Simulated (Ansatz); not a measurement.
In₃⁻, relaxed as a singlet with RKS PBE-D4/def2-SVPD in Ansatz, starting from the GFN2-xTB geometry. Force threshold 0.02 eV/Å.

In the def2 sets In takes a core potential; there is no spin–orbit coupling. The highest occupied level of the charge -1 singlet lies above zero (up to 0.37 eV). The electron is either unbound and held by the finite basis, or the level is raised by self-interaction error. The structure comes from a short search, and lower isomers may exist.

Start:

```xyz
3

In    0.4017    0.7044    1.3899
In    1.1444   -0.4152   -1.0518
In   -1.5460   -0.2893   -0.3381
```

**Question.** Estimate the energy that the relaxation releases and the steps that it takes.

**Answer.** 2.5 kcal/mol, in 2 steps; 2.8 s on 4 threads of Arm Neoverse V2 on a shared host. No frequencies were taken in this run, so the end may be a saddle point.

**Question.** Does the start keep its bonding and symmetry?

**Answer.** By distances, no bond broke or formed. The bond that changes most is In2–In3, from 2.79 to 2.93 Å (atoms count from 1). The end is the same structure that another start reached, the lowest one found. Point group D3h at the start, D3h at the end, both within 0.05 Å.

**Question.** Predict the relaxed structure.

**Answer.** 
```xyz
3

In    0.423    0.742    1.464
In    1.205   -0.437   -1.108
In   -1.628   -0.305   -0.356
```
Bond lengths (bridged metal pairs left out): 3 × In–In 2.93 to 2.94 Å.
